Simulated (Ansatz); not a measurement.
Relaxation of BH$_{3}$OSSi (7 atoms, charge 0, multiplicity 1), to a largest force component of 0.02 eV/Å in at most 50 steps.

Theory: RKS BHLYP-D4/cc-pVDZ in Ansatz.

```xyz
7
Properties=species:S:1:pos:R:3
O -1.029 1.470 -0.978
B -0.502 0.361 -0.468
Si 0.711 -0.595 0.669
S -0.834 -1.363 -0.761
H -0.723 2.332 -0.699
H 0.372 -1.095 1.995
H 2.005 -1.111 0.242
```

Where does it end, and by what steps?

The forces met the threshold. After 6 steps the energy has fallen by 0.121 eV; Si3 moved furthest, 0.11 Å.

| step | energy less start (eV) | largest force component (eV/Å) | accepted |
| --- | --- | --- | --- |
| 0 | 0.0000 | 0.807 | yes |
| 1 | -0.0871 | 0.492 | yes |
| 2 | -0.1092 | 0.287 | yes |
| 3 | -0.1025 | 1.048 | no |
| 4 | -0.1194 | 0.088 | yes |
| 5 | -0.1210 | 0.063 | yes |
| 6 | -0.1212 | 0.014 | yes |

```xyz
7
Properties=species:S:1:pos:R:3
O -1.052 1.488 -0.996
B -0.528 0.364 -0.496
Si 0.664 -0.686 0.626
S -0.871 -1.373 -0.796
H -0.656 2.279 -0.636
H 0.390 -1.026 2.042
H 2.053 -1.045 0.257
```

Whether the end is a true minimum wasn't checked by a vibrational analysis.

The run took 27 s on 1 thread of Intel(R) Xeon(R) Processor @ 2.70GHz, with other jobs on the host, peak memory 0.17 GiB.
